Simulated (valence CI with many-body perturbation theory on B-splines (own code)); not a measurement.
Results of a calculation; reference values are marked as such.
## From CI to CI+MBPT in Dy42+

Level of theory: valence CI with perturbative core correlation (CI+MBPT): six valence electrons over a frozen Dirac-Fock core [Ar], a basis of 7 s, 7 p, 8 d, 6 f, 4 g, 1 h functions for each j, with the one-electron correlation potential Σ1 (screened to all orders), the two-electron term Σ2, the three-electron term Σ3, Breit, model QED; selected single and double excitations, second order for the rest, scaled by the run's own slope (own B-spline code, finite nucleus).

No measured spectrum was set against this ion. As an estimate, large intervals hold to a few tenths of a per cent, small ones and those within an open d or f shell to about a per cent. Core correlation moves these levels by up to 10000 cm⁻¹, and in measured spectra 5 to 20 % of such shifts remained as error; rates that hang on mixing are uncertain with them. Among the levels kept, up to 1000 cm⁻¹ of a level comes from second order outside the variational space, and about a tenth of that is noise between levels of different J, which matters for small intervals. Only levels of the ground parity were solved; by the run's estimate the other parity begins above the list, which can be wrong where configurations are misplaced.

Each rung adds one term. CI alone is the Dirac-Coulomb CI over the frozen core; QED comes last and gives the full result, which names the levels. Energies are above (3d3/2^4 3d5/2^2) J=4 on the same rung, in eV.

Levels are named by their leading jj configuration (3d3/2^4 stands for four electrons in 3d with j = 3/2), which in mixed levels can hold well under half, so a name can repeat and another be missing. Letters in brackets count levels of one name in rising energy.

```
                    Level  CI alone    + Σ1    + Σ2    + Σ3  + Breit    Full
    (3d3/2^4 3d5/2^2) J=2      6.43    6.43    6.00    5.86     6.35    6.35
    (3d3/2^4 3d5/2^2) J=0     19.61   19.64   19.10   19.08    19.89   19.90
(3d3/2^3 3d5/2^3) J=3 [a]     33.66   33.85   34.24   34.42    33.74   33.85
(3d3/2^3 3d5/2^3) J=4 [a]     36.17   36.35   36.81   36.90    36.01   36.12
(3d3/2^3 3d5/2^3) J=1 [a]     37.55   37.74   37.95   38.04    37.74   37.86
    (3d3/2^3 3d5/2^3) J=5     43.69   43.88   44.33   44.33    42.74   42.85
    (3d3/2^3 3d5/2^3) J=6     44.16   44.35   45.07   44.91    42.77   42.88
(3d3/2^3 3d5/2^3) J=2 [a]     48.96   49.15   48.96   48.81    48.13   48.24
(3d3/2^3 3d5/2^3) J=3 [b]     50.01   50.21   50.14   50.21    49.23   49.34
    (3d3/2^3 3d5/2^3) J=0     59.19   59.38   58.48   58.70    58.17   58.27
(3d3/2^3 3d5/2^3) J=2 [b]     60.71   60.94   60.59   60.75    60.07   60.19
(3d3/2^3 3d5/2^3) J=4 [b]     61.34   61.56   61.49   61.43    60.28   60.40
(3d3/2^3 3d5/2^3) J=1 [b]     61.23   61.44   60.84   61.07    60.87   60.99
(3d3/2^3 3d5/2^3) J=3 [c]     64.29   64.49   63.93   63.99    63.36   63.47
(3d3/2^2 3d5/2^4) J=2 [a]     73.57   73.94   74.50   74.53    73.23   73.44
(3d3/2^2 3d5/2^4) J=0 [a]     76.00   76.37   76.83   77.12    76.08   76.30
(3d3/2^2 3d5/2^4) J=4 [a]     79.65   80.03   80.78   80.73    78.73   78.94
(3d3/2^2 3d5/2^4) J=3 [a]     82.71   83.09   83.38   83.55    81.93   82.15
    (3d3/2^2 3d5/2^4) J=5     83.59   83.97   84.81   84.78    82.18   82.40
    (3d3/2^2 3d5/2^4) J=6     87.29   87.68   88.74   88.56    85.33   85.55
(3d3/2^2 3d5/2^4) J=3 [b]     88.58   88.97   89.31   89.41    87.50   87.72
    (3d3/2^2 3d5/2^4) J=1     91.85   92.23   91.98   92.16    90.82   91.03
(3d3/2^2 3d5/2^4) J=4 [b]     94.08   94.47   94.62   94.73    92.37   92.59
(3d3/2^2 3d5/2^4) J=2 [b]     94.80   95.18   95.01   94.91    93.11   93.33
(3d3/2^2 3d5/2^4) J=2 [c]    103.82  104.21  104.04  104.05   102.65  102.87
(3d3/2^2 3d5/2^4) J=4 [c]    107.63  108.03  107.99  108.05   106.12  106.34
      (3d3/2 3d5/2^5) J=1    118.48  119.06  119.86  119.75   117.68  118.01
(3d3/2^2 3d5/2^4) J=2 [d]    124.03  124.43  123.38  123.64   122.34  122.56
      (3d3/2 3d5/2^5) J=4    130.89  131.47  132.22  132.09   129.03  129.36
      (3d3/2 3d5/2^5) J=2    135.85  136.42  136.58  136.51   134.00  134.33
(3d3/2^2 3d5/2^4) J=0 [b]    136.91  137.35  136.12  136.44   135.39  135.63
```

Task: How does the ionisation energy move along the ladder, and which term matters most?

Result: CI alone 3316.9, + Σ1 3319.2, + Σ2 3331.8, + Σ3 3332.2, + Breit 3330.9, + QED 3331.0 eV. The largest step is Σ2, 12.6 eV. NIST lists 3331 ± 4 eV (theoretical).
